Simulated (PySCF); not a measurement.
Computed IR spectrum (relative IR intensity) of a molecule H₂O₂S₂W, multiplicity 1. Geometry optimised at B3LYP-D3(BJ)/def2-SVP. The multiplicity is an assumed one; no other spin state was optimised. The def2 effective core potentials stand for the cores of W; spin–orbit coupling is left out. The values are those of a single conformer. The numbers are results of PySCF with B3LYP-D3(BJ)/def2-SVP, not measurements. Frequencies are harmonic and unscaled.

Lines under 2 % of the strongest are left out, and lines within 2 cm⁻¹ are merged.

ν (cm⁻¹): 151 (vw), 180 (vw), 251 (w), 283 (w), 298 (m), 388 (w), 543 (w), 553 (s), 664 (vw), 730 (m), 1009 (s), 3844 (vs) (against the strongest line: vs over 80 %, s over 45 %, m over 15 %, w over 4 %, vw less)

Task: Pick the molecule that these values belong to.
(A) [O]=[W]([OH])(=[S])[SH]
(B) [O]=[W](=[O])([SH])[SH]
(C) [OH][W]([OH])(=[S])=[S]

Result: A, [O]=[W]([OH])(=[S])[SH]
